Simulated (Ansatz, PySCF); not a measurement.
Gas-phase reaction (SMILES): [CH3][Ge]([CH3])([F])[F] [difluoro(dimethyl)germane] → [CH3] (CH3) + [CH3][Ge]([F])[F]; the C-Ge bond at the site shown breaks (other sites are not compared here).

Geometries: B3LYP-D3(BJ)/def2-TZVP minima from Ansatz (a first-principles code). Cores are frozen in the correlated levels unless marked. UHF or UKS for open shells. No spin-orbit coupling. The frozen core is the preceding noble-gas configuration, with the filled d and f shells of earlier blocks. Non-relativistic. Basis-set limits of correlation are two-point, X^-3; Hartree-Fock from the larger set. Thermal terms are rigid-rotor harmonic-oscillator values from B3LYP-D3(BJ) frequencies (Ansatz or PySCF) at 298.15 K and 1 atm. 1 Eh = 627.5095 kcal/mol.

| species | E, CCSD(T)/CBS(aug-cc-pVTZ,aug-cc-pVQZ) (Ansatz) (Eh) | E, PBE0-D4/def2-TZVPD (Ansatz + dftd4) (Eh) | H - E (Eh) |
|---|---|---|---|
| [CH3][Ge]([CH3])([F])[F] | -2354.93253 | -2356.19843 | 0.08663 |
| [CH3] (CH3) | -39.77863 | -39.79966 | 0.03371 |
| [CH3][Ge]([F])[F] | -2315.01210 | -2316.26274 | 0.04690 |

Problem. Work out ΔE and ΔH at 298.15 K at the first level, then ΔH at the second.

Solution. 
1. ΔE = [(-39.77863) + (-2315.01210)] - [(-2354.93253)] = 0.14180 Eh = 89.0 kcal/mol at CCSD(T)/CBS(aug-cc-pVTZ,aug-cc-pVQZ).
2. The terms H - E add up to -0.00602 Eh, so ΔH = (0.14180 + (-0.00602))×627.5095 = 85.2 kcal/mol.
3. At PBE0-D4/def2-TZVPD the same steps give ΔE = 85.4 and ΔH = 81.6 kcal/mol, a shift of -3.6 from the first level.
4. These values are not checked against measurement here, since the tables used lack a sound gas-phase enthalpy of formation for at least one species.
